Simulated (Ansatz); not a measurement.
CH8AlFSi2 can be A, `F[CH]([SiH3])[AlH][SiH3]`, or B, `F[CH2][Al]([SiH3])[SiH3]`.

Calculated with Ansatz (gas phase, PBE0-D4/def2-TZVP geometries, no zero-point term in ΔE). CBS: MP2 limit from def2 TZ/QZ plus the TZ coupled-cluster correction, frozen cores. DFT in def2-TZVPP. B3LYP here is the variant with VWN-RPA as its local correlation; programs differ in this. One conformer a species, not always the lowest.

A:

Z-matrix (Å, degrees):
```
C
Si 1 1.890
Al 1 1.980 2 112.2
F 1 1.410 2 109.6 3 -125.2
H 1 1.102 2 106.4 3 118.7
H 2 1.486 1 111.9 3 177.8
H 2 1.489 1 107.2 3 -61.6
H 2 1.488 1 110.3 3 56.3
Si 3 2.457 1 115.9 2 55.6
H 3 1.585 1 119.5 2 -121.6
H 9 1.493 3 109.5 1 -84.5
H 9 1.490 3 113.2 1 155.6
H 9 1.491 3 111.5 1 33.8
```

B:

Z-matrix (Å, degrees):
```
C
Al 1 1.986
F 1 1.399 2 112.0
H 1 1.099 2 111.7 3 120.9
H 1 1.099 2 111.7 3 -120.9
Si 2 2.461 1 118.0 3 180.0
Si 2 2.456 1 118.3 3 -0.1
H 6 1.491 2 113.6 1 -0.0
H 6 1.492 2 110.5 1 120.8
H 6 1.492 2 110.5 1 -120.9
H 7 1.490 2 112.5 1 179.1
H 7 1.491 2 110.5 1 -60.5
H 7 1.491 2 110.7 1 58.6
```

Problem. Which is lower in electronic energy at CCSD(T)/CBS, and by how much? (Best estimate.)

Solution. The calculation gave: B, by 4.1 kcal/mol.

Problem. Give E(B) − E(A) in kcal/mol with CCSD(T)/def2-TZVPP, B2PLYP, r2SCAN-D4, PBE-D4, B3LYP-D4, MP2/def2-TZVPP, HF/def2-TZVPP. (Estimate.)

Solution. Computed: CCSD(T)/def2-TZVPP -4.5, B2PLYP -4.4, r2SCAN-D4 -4.6, PBE-D4 -6.2, B3LYP-D4 -4.0, MP2/def2-TZVPP -3.1, HF/def2-TZVPP -4.5. None reverses the order clearly.

Largest T1 diagnostic: 0.013.

The D4 term adds +1.4 kcal/mol with B3LYP and +0.7 kcal/mol with PBE0; it sums over pairs of atoms, weighted by their polarisabilities, and B3LYP, whose exchange is more repulsive, gets the larger term.
